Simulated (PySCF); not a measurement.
Optical rotation: `InChI=1S/C9H9N/c1-5-7-8-9(6-2)10(3)4/h1-2,7H,3-4H3`

Molfile (atoms numbered from 1):
```
C9H9N
     RDKit          3D

 19 18  0  0  0  0  0  0  0  0999 V2000
    4.0406   -1.1023   -1.0995 C   0  0  0  0  0  0  0  0  0  0  0  0
    3.2151   -0.6271   -0.3471 C   0  0  0  0  0  0  0  0  0  0  0  0
    2.2590   -0.0800    0.5613 C   0  0  0  0  0  0  0  0  0  0  0  0
    1.1011    0.4323    0.1943 C   0  0  0  0  0  0  0  0  0  0  0  0
   -0.0159    0.9490   -0.3139 C   0  0  0  0  0  0  0  0  0  0  0  0
   -0.0305    2.3581   -0.5886 C   0  0  0  0  0  0  0  0  0  0  0  0
   -0.0226    3.5506   -0.8088 C   0  0  0  0  0  0  0  0  0  0  0  0
   -1.1494    0.2026   -0.6260 N   0  0  0  0  0  0  0  0  0  0  0  0
   -1.0583   -1.2122   -0.3883 C   0  0  0  0  0  0  0  0  0  0  0  0
   -2.4461    0.7959   -0.4101 C   0  0  0  0  0  0  0  0  0  0  0  0
    4.7667   -1.5180   -1.7729 H   0  0  0  0  0  0  0  0  0  0  0  0
    2.5311   -0.1068    1.6276 H   0  0  0  0  0  0  0  0  0  0  0  0
   -0.0066    4.6063   -1.0062 H   0  0  0  0  0  0  0  0  0  0  0  0
   -0.1296   -1.6052   -0.8278 H   0  0  0  0  0  0  0  0  0  0  0  0
   -1.9116   -1.7163   -0.8645 H   0  0  0  0  0  0  0  0  0  0  0  0
   -1.0572   -1.4703    0.6907 H   0  0  0  0  0  0  0  0  0  0  0  0
   -2.4313    1.8507   -0.7144 H   0  0  0  0  0  0  0  0  0  0  0  0
   -2.7722    0.7461    0.6488 H   0  0  0  0  0  0  0  0  0  0  0  0
   -3.1941    0.2722   -1.0242 H   0  0  0  0  0  0  0  0  0  0  0  0
  1  2  3  0
  2  3  1  0
  3  4  2  0
  4  5  2  0
  5  6  1  0
  6  7  3  0
  5  8  1  0
  8  9  1  0
  8 10  1  0
  1 11  1  0
  3 12  1  0
  7 13  1  0
  9 14  1  0
  9 15  1  0
  9 16  1  0
 10 17  1  0
 10 18  1  0
 10 19  1  0
M  END
```

Method used: TDDFT CAM-B3LYP/aug-cc-pVDZ circular dichroism and optical rotation, one conformer, gas phase in PySCF. Geometry: PBE0-D3(BJ)/def2-SVP.

No stereocentre is labelled: unless the shape is locked (an allene, a helicene, a hindered biaryl), the mirror image is equally populated and a measured rotation or CD is zero.

Task: Give the optical rotatory dispersion at 633, 589.3, 546, 436, 405, 365, 355 nm.

Result: [α] in deg dm⁻¹ (g/mL)⁻¹:
```tsv
λ (nm)	origin-invariant length gauge	modified velocity gauge	length gauge (centre of mass)	isotropic polarisability (au)
633	+157.2	+149.8	+156.1	136.7
589.3	+174.2	+165.1	+172.9	137.9
546	+188.2	+176.8	+186.7	139.4
436	+56.2	+30.7	+53.1	146.5
405	-252.0	-287.4	-256.0	150.1
365	-2195.2	-2261.1	-2201.7	157.4
355	-3906.8	-3990.5	-3914.5	160.1
```

The shortest wavelength is close to the first absorption, where this undamped response comes out too large.

Task: And for the mirror image at 589.3 nm?

Result: -174.2 deg dm⁻¹ (g/mL)⁻¹ (origin-invariant length gauge): the same size and the opposite sign.

Task: What is the molar rotation [Φ] = [α]·M/100 of the geometry above at 589.3 nm?

Result: With M = 131.18 g/mol, +228.5 deg cm² dmol⁻¹ (origin-invariant length gauge).

The first excitation lies at 3.79 eV (327 nm) with R = -20.5 × 10⁻⁴⁰ esu² cm² (velocity form).
